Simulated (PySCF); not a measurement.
MoO₃, SMILES [O]=[Mo](=[O])=[O], multiplicity 1.

Geometry optimised at B3LYP-D3(BJ)/def2-TZVP. The multiplicity is an assumed one; other spin states were not compared. The isomer is the one that the SMILES or the coordinates give; other isomers of the formula were not compared. The def2 effective core potentials stand for the cores of Mo; spin–orbit coupling is left out.

Computed with PBE/def2-TZVPD (PySCF).

Computed frontier levels, gap, dipole moment and polarisability:
- highest occupied level: -7.48 eV
- lowest empty level: -5.50 eV
- orbital gap: 1.98 eV
- dipole moment: 4.63 D
- quadrupole, principal values (traceless, Buckingham form, about the centre of nuclear charge): -5.55, -5.55, 11.11 D·Å
- mean static polarisability: 45.2 bohr³ (6.69 Å³)
- polarisability, principal values: 28.7, 53.4, 53.4 bohr³
